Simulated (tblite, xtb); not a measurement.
CH3Cl2Si (SMILES C[Si](Cl)Cl), doublet, geometry from GFN2-xTB. Base run: GFN1-xTB (xtb).

xtb was given this input:
```
$ xtb mol.xyz --gfn 1 --uhf 1 --json

# file mol.xyz
7

C     -2.01893835    -0.48835810    -0.00921030
Si    -0.23081554    -0.09736185    -0.53333853
Cl     1.04857991    -1.42708373     0.33708838
Cl     0.27405550     1.77962342     0.08689332
H     -2.11035886    -0.42589345     1.07439724
H     -2.30897346    -1.48877870    -0.31358728
H     -2.72042203     0.21471190    -0.44649774
```

Programs used: tblite, xtb; a row that names a program was run with it.

The base run was repeated with changes; each row names its change, and settings that it needs were set with it.

| change | ΔE vs base (kJ/mol) | dipole (D) | G_solv (kcal/mol) | SCF cycles |
|---|---|---|---|---|
| base | 0.00 | 2.25 | - | 9 |
| alpb = acetone | -12.53 | 2.45 | -3.10 | 10 |
| program = tblite; method = gfn1; option = --spin-polarized | -11.49 | - | - | - |
| etemp = 10000 | -58.2 | 1.94 | - | 9 |
| etemp = 1000 | 0.00 | 2.25 | - | 9 |
| alpb = water | -2.13 | 2.45 | -0.61 | 10 |
| alpb = ether | -12.90 | 2.40 | -3.15 | 10 |
| program = tblite; method = gfn1; option = (--alpb, water) | -2.17 | - | - | - |
| acc = 1000 | 0.00 | 2.25 | - | 6 |
| alpb = dmso | -13.98 | 2.44 | -3.43 | 10 |

ALPB and GBSA are two models with their own fitted parameters for each solvent, which aren't always the measured dielectric constant.
